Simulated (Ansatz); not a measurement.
The cluster GeI₂⁺. Total charge 1; doublet. Geometry B3LYP-D4/def2-TZVP, that of the neutral singlet; atoms count from 1.

```xyz
3

Ge    0.7755   -0.2270   -0.7090
I     0.6231   -0.8933    1.7824
I    -1.3985    1.1203   -1.0733
```

In the def2 sets I takes a core potential; there is no spin–orbit coupling. The structure comes from a short search, and lower isomers may exist.

**Question.** Estimate the Mulliken populations from the PBE0/def2-TZVP orbitals of Ansatz.

**Answer.** 
```
atom  charge (e)  spin (α − β)
 Ge1        0.66          0.22
  I2        0.17          0.39
  I3        0.17          0.39
```
Mulliken values and Mayer orders depend strongly on the basis.

**Question.** Where does the spin sit?

**Answer.** Summed by element: Ge 0.22, I 0.78, of 1 unpaired in all. Largest on single atoms: I2 0.39, I3 0.39, Ge1 0.22.

**Question.** And the Mayer bond orders between bonded heavy atoms (over 0.3)?

**Answer.** Ge1–I2 1.26 (2.58 Å); Ge1–I3 1.26 (2.58 Å).
